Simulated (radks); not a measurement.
Results of a calculation; reference values are marked as such.
Species: Co+. Configuration: [Ar] 3d8 (the NIST ground configuration).

Code: a radial shooting solver on a logarithmic mesh with Libxc functionals. Model: scalar-relativistic Kohn-Sham, PBE, spin-unpolarised, spherical densities, point nucleus.

Energy parts (hartree):
part                       energy
total                 -1392.90816
kinetic                1410.88126
electron-nucleus      -3333.52844
Hartree                 589.12101
exchange-correlation    -59.38199

Orbitals (lengths in bohr, moments of r in powers of bohr; r(90%) holds 90 % of the orbital's charge):
orbital  occ.  eigenvalue (hartree)  r(90%)
1s          2             -279.1634   0.100
2s          2             -33.12866   0.396
2p          6             -28.38863   0.368
3s          2              -3.88134    1.17
3p          6              -2.53639    1.28
3d          8              -0.44989    2.05

The highest occupied level is 3d at -12.242 eV. The density falls to 0.001 e/bohr^3 at r = 3.44 bohr.
